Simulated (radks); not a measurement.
Results of a calculation; reference values are marked as such.
Lu4+, 67 electrons, occupied as [Kr] 4d10 4f13 5s1 5p6 6p1 (not the ground configuration). Level of theory: Dirac Kohn-Sham, Wu-Cohen GGA, spin-unpolarised, spherical densities, point nucleus; open shells are shared between the two j in proportion to 2j + 1 (a radial shooting solver on a logarithmic mesh with Libxc functionals). Some entries of the table are withheld. Estimate them.

| orbital | occ. | eigenvalue (hartree) | r(max) (bohr) |
|---|---|---|---|
| 1s1/2 | 2 | -2323.204 | 0.01213 |
| 2s1/2 | 2 | -397.0078 | 0.06949 |
| 2p1/2 | 2 | (1) | 0.05192 |
| 2p3/2 | 4 | (2) | 0.05845 |
| 3s1/2 | 2 | -91.64473 | 0.1960 |
| 3p1/2 | 2 | -83.69615 | 0.1839 |
| 3p3/2 | 4 | -74.93628 | 0.1974 |
| 3d3/2 | 4 | -61.43867 | 0.1552 |
| 3d5/2 | 6 | -59.52643 | 0.1589 |
| 4s1/2 | 2 | -19.96686 | 0.4464 |
| 4p1/2 | 2 | -16.72953 | 0.4473 |
| 4p3/2 | 4 | -14.72938 | 0.4759 |
| 4d3/2 | 4 | -9.40329 | 0.4754 |
| 4d5/2 | 6 | -9.03695 | 0.4845 |
| 5s1/2 | 1 | -4.17689 | 1.027 |
| 5p1/2 | 2 | -3.22546 | 1.103 |
| 5p3/2 | 4 | -2.92571 | 1.180 |
| 4f5/2 | 5.57143 | -2.48549 | 0.4624 |
| 4f7/2 | 7.42857 | -2.42555 | 0.4675 |
| 5d3/2 | 0 | -1.63693 | 1.461 |
| 5d5/2 | 0 | -1.60309 | 1.491 |
| 6s1/2 | 0 | -1.39569 | (3) |
| 6p1/2 | 0.333333 | -1.14265 | 2.715 |
| 6p3/2 | 0.666667 | -1.08358 | 2.868 |
| 5f5/2 | 0 | -0.68723 | 2.980 |
| 5f7/2 | 0 | -0.68515 | 2.995 |
| 7p1/2 | 0 | -0.59120 | 5.240 |
| 7p3/2 | 0 | -0.56740 | 5.447 |

Answer. 
(1) 2p1/2 eigenvalue (hartree): -379.0395
(2) 2p3/2 eigenvalue (hartree): -337.9647
(3) 6s1/2 r(max) (bohr): 2.390
